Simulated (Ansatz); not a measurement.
Species: BaF2, net charge 0, singlet state. 
Structure (B3LYP-D3(BJ)/def2-TZVP (Ansatz, a first-principles code) minimum search):
SMILES: [F][Ba][F]
```xyz
3

Ba     0.2229     0.1181     0.0921
F     -0.9395     1.0791    -1.5469
F     -0.4472    -1.8142     0.9739
```
Charge 0, spin multiplicity 1.

Basis-set convergence of Hartree-Fock and CCSD correlation energies (hartree) with Ansatz. Cores are frozen in the correlated levels unless marked. Spin-orbit coupling is left out. The frozen core is the preceding noble-gas configuration, with the filled d and f shells of earlier blocks. The outer core of K, Ca and their heavier congeners is not correlated, a term that matters for these elements. In def2 rows, elements after Kr have scalar-relativistic effective core potentials.

| basis | functions | E(HF) | E(corr, CCSD) |
|---|---|---|---|
| def2-SVPD | 79 | -223.97279 | -0.43781 |
| def2-TZVPPD | 120 | -224.23200 | -0.55264 |
| def2-QZVPPD | 192 | -224.24295 | -0.59822 |

Extrapolating the two largest sets (X = 3 and 4) as X^-3: E(corr) = (64·(-0.59822) - 27·(-0.55264))/37 = -0.6315 Eh, an estimate of the basis-set limit. The largest set recovers 94.7 % of it, the smallest 69.3 %.
